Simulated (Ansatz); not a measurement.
**Question.** Name a neutral molecule of B, Br, C and H with HOMO–LUMO gap (B3LYP/def2-TZVPP) between 5.45 and 5.75 eV and HOMO energy (ωB97M-V/def2-TZVPP) between -9.60 and -9.30 eV (Ansatz, PBE0-D4/def2-TZVP geometry).

**Answer.** `BrB1CC1` (5.51 eV, -9.43 eV). Other molecules can fit too; these were computed, each in one conformer that needn't be the lowest.

B3LYP here is the variant with VWN-RPA as its local correlation; programs differ in this.
